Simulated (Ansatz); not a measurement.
A run for Ansatz (an electronic-structure program): R-PBE0/def2-TZVPPD on H4OSi (SMILES O[SiH3]) with ghost functions, monomers drawn apart or pushed together. Files ending in .json are basis or fitting sets from the Basis Set Exchange.

Ansatz 0.2 input:
```yaml
crystal:
  periodic: [false, false, false]
  atoms:
    - {symbol: O, position_ang: [0.89686475, -0.89866457, 4.71802958]}
    - {symbol: Si, position_ang: [-0.11168621, 0.09333710, 5.58018548]}
    - {symbol: H, position_ang: [1.84027973, -0.85016843, 4.88943301]}
    - {symbol: H, position_ang: [0.02451427, -0.14891247, 7.03834376]}
    - {symbol: H, position_ang: [-1.47808351, -0.24066508, 5.13770816]}
    - {symbol: H, position_ang: [0.17602707, 1.52436307, 5.32047553]}
basis:
  gaussian:
    orbitals: def2-TZVPPD.json
    ghost_atoms:
      - {symbol: As, position_ang: [-0.09349047, 0.05961392, 0.40917591]}
      - {symbol: H, position_ang: [-0.22659116, 0.08116487, -1.11311202]}
      - {symbol: H, position_ang: [-0.25723942, -1.45187726, 0.46913624]}
      - {symbol: H, position_ang: [1.42486738, -0.04103526, 0.33434219]}
hamiltonian:
  xc: {name: PBE0}
scf: {lower_state_search: off}
```

The head of its log:

```
Functional definition: PBE0
[...]
these checks for a lower state are left out or cut short: stability, starts, cluster_reference, orbital_swaps, neighbouring_geometries, increment
integrals: 0.19 GiB planned
1297 factors; their error is unknown
mean field: 1.41 GiB planned
mean field evaluation 1: about -9982.1789 eV, gradient 5.1e1 eV
mean field evaluation 2: about -9973.1072 eV, gradient 8.6e1 eV
```

### Question
What total energy does the run end on?

### Answer
-366.9905 hartree.
